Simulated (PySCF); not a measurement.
Isomers of C5H14FNSi2.

All values: PBE0/pcSseg-1 (PySCF) at GFN2-xTB geometries, gas phase, one conformer each.

Task: Rank by HOMO–LUMO gap, lowest first.
A. `[CH2:1]=[C:2]([F:3])[CH2:4][Si@@:5]([CH3:6])([SiH3:7])[NH:8][CH3:9]` with C1–C2–C4–Si5 -108°, C2–C4–Si5–C6 166°, C4–Si5–N8–C9 61°
B. `[CH2:1]=[C:2]([CH3:3])[Si@@H:4]([F:5])[SiH2:6][CH2:7][CH2:8][NH2:9]` with C1–C2–Si4–F5 -144°, C2–Si4–Si6–C7 170°, Si4–Si6–C7–C8 167°, Si6–C7–C8–N9 58°, C7–C8–N9–H -64° and 55°
C. `[NH2:1][SiH2:2][SiH2:3][C@@H:4]1[CH2:5][CH2:6][CH2:7][C@@H:8]1[F:9]` with H–N1–Si2–Si3 50° and -173°, N1–Si2–Si3–C4 160°, Si2–Si3–C4–C5 173°, Si3–C4–C5–C6 -160°, C4–C5–C6–C7 41°, C5–C6–C7–C8 -29°, C6–C7–C8–F9 126°
D. `[CH3:1][CH2:2][Si@@H:3]([NH:4][SiH3:5])[C:6]1([F:7])[CH2:8][CH2:9]1` with C1–C2–Si3–N4 82°, C2–Si3–N4–Si5 -44°, C2–Si3–C6–F7 -168°
E. `[CH3:1][NH:2][C@H:3]([SiH3:4])[SiH2:5]/[CH:6]=[CH:7]\[CH2:8][F:9]` with C1–N2–C3–Si4 -74°, N2–C3–Si5–C6 63°, C3–Si5–C6–C7 92°, C6–C7–C8–F9 150°
F. `[F:1][SiH2:2][NH:3][C@@H:4]1[CH2:5][CH2:6][C@H:7]1[CH2:8][SiH3:9]` with F1–Si2–N3–C4 176°, Si2–N3–C4–C5 149°, C6–C7–C8–Si9 -71°, N3–C4–C5–C6 -134°, C4–C5–C6–C7 15°, C5–C6–C7–C8 -136°, N3–C4–C7–C6 135°

Result: E (5.56 eV), B (6.21 eV), A (6.81 eV), C (6.96 eV), F (7.15 eV), D (7.59 eV).

Task: Rank by the highest Hirshfeld charge on any atom, lowest value first.
A. `[F:1][SiH2:2][NH:3][C@@H:4]1[CH2:5][CH2:6][C@H:7]1[CH2:8][SiH3:9]` with F1–Si2–N3–C4 176°, Si2–N3–C4–C5 149°, C6–C7–C8–Si9 -71°, N3–C4–C5–C6 -134°, C4–C5–C6–C7 15°, C5–C6–C7–C8 -136°, N3–C4–C7–C6 135°
B. `[CH3:1][CH2:2][Si@@H:3]([NH:4][SiH3:5])[C:6]1([F:7])[CH2:8][CH2:9]1` with C1–C2–Si3–N4 82°, C2–Si3–N4–Si5 -44°, C2–Si3–C6–F7 -168°
C. `[CH2:1]=[C:2]([F:3])[CH2:4][Si@@:5]([CH3:6])([SiH3:7])[NH:8][CH3:9]` with C1–C2–C4–Si5 -108°, C2–C4–Si5–C6 166°, C4–Si5–N8–C9 61°
D. `[NH2:1][CH2:2][C@@H:3]([SiH3:4])[SiH2:5]/[CH:6]=[CH:7]/[CH2:8][F:9]` with H–N1–C2–C3 66° and -53°, N1–C2–C3–Si4 178°, C2–C3–Si5–C6 -165°, C3–Si5–C6–C7 -105°, C6–C7–C8–F9 -139°
E. `[CH3:1][C@@H:2]([F:3])[C@@H:4]1[CH2:5][CH2:6][Si@@H:7]1[NH:8][SiH3:9]` with C1–C2–C4–C5 176°, C6–Si7–N8–Si9 100°
F. `[F:1][SiH2:2][N:3]([CH2:4][CH2:5][SiH3:6])[CH:7]1[CH2:8][CH2:9]1` with F1–Si2–N3–C4 -71°, Si2–N3–C4–C5 83°, N3–C4–C5–Si6 -176°, Si2–N3–C7–C8 58°

Result: D (+0.323 e), C (+0.342 e), B (+0.389 e), E (+0.401 e), F (+0.431 e), A (+0.445 e).

Task: Rank by HOMO energy, lowest first.
A. `[CH3:1][NH:2][C@H:3]([SiH3:4])[SiH2:5]/[CH:6]=[CH:7]\[CH2:8][F:9]` with C1–N2–C3–Si4 -74°, N2–C3–Si5–C6 63°, C3–Si5–C6–C7 92°, C6–C7–C8–F9 150°
B. `[CH2:1]=[C:2]([F:3])[CH2:4][Si@@:5]([CH3:6])([SiH3:7])[NH:8][CH3:9]` with C1–C2–C4–Si5 -108°, C2–C4–Si5–C6 166°, C4–Si5–N8–C9 61°
C. `[F:1][SiH2:2][N:3]([CH2:4][CH2:5][SiH3:6])[CH:7]1[CH2:8][CH2:9]1` with F1–Si2–N3–C4 -71°, Si2–N3–C4–C5 83°, N3–C4–C5–Si6 -176°, Si2–N3–C7–C8 58°
D. `[CH3:1][C@@H:2]([F:3])[C@@H:4]1[CH2:5][CH2:6][Si@@H:7]1[NH:8][SiH3:9]` with C1–C2–C4–C5 176°, C6–Si7–N8–Si9 100°
E. `[NH2:1][SiH2:2][SiH2:3][C@@H:4]1[CH2:5][CH2:6][CH2:7][C@@H:8]1[F:9]` with H–N1–Si2–Si3 50° and -173°, N1–Si2–Si3–C4 160°, Si2–Si3–C4–C5 173°, Si3–C4–C5–C6 -160°, C4–C5–C6–C7 41°, C5–C6–C7–C8 -29°, C6–C7–C8–F9 126°

Result: D (-7.27 eV), E (-7.10 eV), C (-6.91 eV), B (-6.56 eV), A (-6.24 eV).

All values together:

| SMILES | μ (D) | HOMO (eV) | LUMO (eV) | lowest IAO charge (e) | highest IAO charge (e) | lowest Hirshfeld charge (e) | highest Hirshfeld charge (e) |
| --- | --- | --- | --- | --- | --- | --- | --- |
| F[SiH2]N(CC[SiH3])C1CC1 | 2.08 | -6.91 | 0.77 | -0.553 (F) | +1.143 (Si) | -0.221 (F) | +0.431 (Si) |
| C=C(F)C[Si@@](C)([SiH3])NC | 2.29 | -6.56 | 0.25 | -0.716 (C) | +0.900 (Si) | -0.247 (N) | +0.342 (Si) |
| F[SiH2]N[C@@H]1CC[C@H]1C[SiH3] | 2.18 | -6.88 | 0.28 | -0.702 (N) | +1.207 (Si) | -0.247 (N) | +0.445 (Si) |
| CC[Si@@H](N[SiH3])C1(F)CC1 | 1.52 | -7.23 | 0.35 | -0.942 (N) | +1.031 (Si) | -0.332 (N) | +0.389 (Si) |
| N[SiH2][SiH2][C@@H]1CCC[C@@H]1F | 0.84 | -7.10 | -0.14 | -0.839 (N) | +0.616 (Si) | -0.324 (N) | +0.274 (Si) |
| C[C@@H](F)[C@@H]1CC[Si@@H]1N[SiH3] | 2.03 | -7.27 | 0.08 | -0.925 (N) | +0.998 (Si) | -0.323 (N) | +0.401 (Si) |
| NC[C@@H]([SiH3])[SiH2]/C=C/CF | 1.03 | -6.92 | -0.68 | -0.663 (C) | +0.734 (Si) | -0.236 (N) | +0.323 (Si) |
| CN[C@H]([SiH3])[SiH2]/C=C\CF | 2.41 | -6.24 | -0.68 | -0.534 (C) | +0.745 (Si) | -0.158 (N) | +0.323 (Si) |
| C=C(C)[Si@@H](F)[SiH2]CCN | 1.80 | -6.90 | -0.69 | -0.568 (N) | +0.930 (Si) | -0.240 (N) | +0.347 (Si) |

Conformers: `[F:1][SiH2:2][N:3]([CH2:4][CH2:5][SiH3:6])[CH:7]1[CH2:8][CH2:9]1` with F1–Si2–N3–C4 -71°, Si2–N3–C4–C5 83°, N3–C4–C5–Si6 -176°, Si2–N3–C7–C8 58°; `[CH2:1]=[C:2]([F:3])[CH2:4][Si@@:5]([CH3:6])([SiH3:7])[NH:8][CH3:9]` with C1–C2–C4–Si5 -108°, C2–C4–Si5–C6 166°, C4–Si5–N8–C9 61°; `[F:1][SiH2:2][NH:3][C@@H:4]1[CH2:5][CH2:6][C@H:7]1[CH2:8][SiH3:9]` with F1–Si2–N3–C4 176°, Si2–N3–C4–C5 149°, C6–C7–C8–Si9 -71°, N3–C4–C5–C6 -134°, C4–C5–C6–C7 15°, C5–C6–C7–C8 -136°, N3–C4–C7–C6 135°; `[CH3:1][CH2:2][Si@@H:3]([NH:4][SiH3:5])[C:6]1([F:7])[CH2:8][CH2:9]1` with C1–C2–Si3–N4 82°, C2–Si3–N4–Si5 -44°, C2–Si3–C6–F7 -168°; `[NH2:1][SiH2:2][SiH2:3][C@@H:4]1[CH2:5][CH2:6][CH2:7][C@@H:8]1[F:9]` with H–N1–Si2–Si3 50° and -173°, N1–Si2–Si3–C4 160°, Si2–Si3–C4–C5 173°, Si3–C4–C5–C6 -160°, C4–C5–C6–C7 41°, C5–C6–C7–C8 -29°, C6–C7–C8–F9 126°; `[CH3:1][C@@H:2]([F:3])[C@@H:4]1[CH2:5][CH2:6][Si@@H:7]1[NH:8][SiH3:9]` with C1–C2–C4–C5 176°, C6–Si7–N8–Si9 100°; `[NH2:1][CH2:2][C@@H:3]([SiH3:4])[SiH2:5]/[CH:6]=[CH:7]/[CH2:8][F:9]` with H–N1–C2–C3 66° and -53°, N1–C2–C3–Si4 178°, C2–C3–Si5–C6 -165°, C3–Si5–C6–C7 -105°, C6–C7–C8–F9 -139°; `[CH3:1][NH:2][C@H:3]([SiH3:4])[SiH2:5]/[CH:6]=[CH:7]\[CH2:8][F:9]` with C1–N2–C3–Si4 -74°, N2–C3–Si5–C6 63°, C3–Si5–C6–C7 92°, C6–C7–C8–F9 150°; `[CH2:1]=[C:2]([CH3:3])[Si@@H:4]([F:5])[SiH2:6][CH2:7][CH2:8][NH2:9]` with C1–C2–Si4–F5 -144°, C2–Si4–Si6–C7 170°, Si4–Si6–C7–C8 167°, Si6–C7–C8–N9 58°, C7–C8–N9–H -64° and 55°.
